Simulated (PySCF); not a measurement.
Compound: C8H21BP (charge -1).
Numbering: `[BH3-:1][P:2]([C:3]([CH3:4])([CH3:5])[CH3:6])[C:7]([CH3:8])([CH3:9])[CH3:10]` (hydrogens: H11, H12, H13 on B1; H14, H15, H16 on C4; H17, H18, H19 on C5; H20, H21, H22 on C6; H23, H24, H25 on C8; H26, H27, H28 on C9; H29, H30, H31 on C10)

The calculation used PBE0-D3(BJ)/def2-SVP geometry optimisation, gas phase in PySCF.

(1) List the bond lengths, angles and torsions at this level.

## Answers

(1) 
| bond | length (pm) |
| --- | --- |
| B1–P2 | 198.2 |
| P2–C3, P2–C7 | 192.3 |
| C3–C4 and 5 like bonds | 152.9 |
| B1–H11, B1–H12, B1–H13 | 124.0 |
| C4–H14 and 14 like bonds | 110.2 |
| C5–H17, C6–H20, C9–H27 | 110.8 |

Bonds in one row agree within 1 pm and their mean is given. A selection of angles:
| angle | degrees |
| --- | --- |
| P2–B1–H11 | 106.5 |
| P2–B1–H12 | 107.5 |
| P2–B1–H13 | 112.7 |
| H11–B1–H12 | 109.1 |
| H12–B1–H13 | 110.7 |
| B1–P2–C3 | 104.1 |
| C3–P2–C7 | 107.6 |
| P2–C3–C4 | 104.1 |
| P2–C3–C5 | 110.5 |
| P2–C3–C6 | 115.6 |
| C4–C3–C5 | 107.8 |
| C5–C3–C6 | 110.0 |
| C3–C4–H14 | 111.0 |
| C3–C4–H16 | 110.2 |
| H14–C4–H15 | 107.4 |
| H15–C4–H16 | 109.1 |
| P2–C7–C10 | 112.2 |

Torsions: B1–P2–C3–C4 -55° (synclinal); B1–P2–C7–C8 82° (synclinal). The mirror-image conformer, all signs reversed, is as good.

B1 (four-coordinate boron) is tetrahedral (angles from 106.5° to 112.7°). P2 (three-coordinate phosphorus) is pyramidal (angles 107.6°, 104.1° and 103.2°, sum 314.9°, 0.78 Å off the plane of its three neighbours). Of the pairs four or more bonds apart, H18···H29 is among the closest relative to their van der Waals radii: 2.13 Å, 89 % of the sum of Bondi's values.

Point group: C1 (no symmetry element, even within 0.4 Å). No frequency check.
